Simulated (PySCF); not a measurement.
Bonds (- single, = double, # triple, : aromatic): C1#C2, C2-C3, C3-C4, C3-C5, C5=C6, C6-Si7, Si7-C8, C8=C9, C9-C5. C1 carries H10; C3 carries H11; C4 carries H12, H13, H14; C6 carries H15; Si7 carries H16, H17; C8 carries H18; C9 carries H19. Stereochemistry as in C#C[C@H](C)C1=C[SiH2]C=C1. H16 is pro-R; H17 is pro-S.

Computational details: shielding tensors at PBE0/pcSseg-1 (GIAO), GFN2-xTB structure, in PySCF (no solvent, fast rotation and ring inversion assumed for equivalent nuclei, one conformer, relativity neglected).

Chemical shifts δ = σref − σ; 13C (σref 186.93), 1H (σref 31.72), 29Si (σref 349.16) against TMS, all at this level.

```json
{"atoms": "H19", "nucleus": "1H", "count": "1", "Hirshfeld charge": "0.05", "δ (ppm)": "7.14"}
{"atoms": "C9", "nucleus": "13C", "count": "1", "Hirshfeld charge": "-0.04", "δ (ppm)": "157.2"}
{"atoms": "C3", "nucleus": "13C", "count": "1", "Hirshfeld charge": "-0.01", "δ (ppm)": "?"}
{"atoms": "C8", "nucleus": "13C", "count": "1", "Hirshfeld charge": "-0.14", "δ (ppm)": "?"}
{"atoms": "C1", "nucleus": "13C", "count": "1", "Hirshfeld charge": "-0.12", "δ (ppm)": "78.6"}
{"atoms": "H18", "nucleus": "1H", "count": "1", "Hirshfeld charge": "0.04", "δ (ppm)": "6.36"}
{"atoms": "H16", "nucleus": "1H", "count": "1", "Hirshfeld charge": "-0.07", "δ (ppm)": "4.69"}
{"atoms": "H12/H13/H14", "nucleus": "1H", "count": "3", "Hirshfeld charge": "0.04", "δ (ppm)": "1.38"}
{"atoms": "C4", "nucleus": "13C", "count": "1", "Hirshfeld charge": "-0.11", "δ (ppm)": "25.0"}
{"atoms": "H17", "nucleus": "1H", "count": "1", "Hirshfeld charge": "-0.07", "δ (ppm)": "4.67"}
{"atoms": "H11", "nucleus": "1H", "count": "1", "Hirshfeld charge": "0.05", "δ (ppm)": "?"}
{"atoms": "Si7", "nucleus": "29Si", "count": "1", "Hirshfeld charge": "0.33", "δ (ppm)": "-42.9"}
{"atoms": "C5", "nucleus": "13C", "count": "1", "Hirshfeld charge": "0.01", "δ (ppm)": "170.9"}
{"atoms": "C2", "nucleus": "13C", "count": "1", "Hirshfeld charge": "-0.03", "δ (ppm)": "91.3"}
{"atoms": "C6", "nucleus": "13C", "count": "1", "Hirshfeld charge": "-0.15", "δ (ppm)": "126.8"}
{"atoms": "H10", "nucleus": "1H", "count": "1", "Hirshfeld charge": "0.09", "δ (ppm)": "?"}
{"atoms": "H15", "nucleus": "1H", "count": "1", "Hirshfeld charge": "0.03", "δ (ppm)": "?"}
```

Question: Estimate the values marked ?.

Answer: 
- C8: 137.4 ppm, alkene CH; the olefinic region
- C3: 34.5 ppm, allylic sp3 CH; saturated and bonded to C and H only
- H15: 6.44 ppm, hydrogen on an alkene CH; olefinic region
- H11: 3.39 ppm, hydrogen on an allylic sp3 CH
- H10: 1.76 ppm, hydrogen on a terminal alkyne carbon; it lies on the axis of the triple bond, in its shielding cone

Shifts are as computed. Against solution values, carbons near 30 ppm lie about +3 ppm off and those near 130 ppm about +5 ppm. Of 1211 compounds with measured shifts, 218 miss one by over three times the rms of a fit or turn the order of signals round; such compounds aren't used in these exercises.
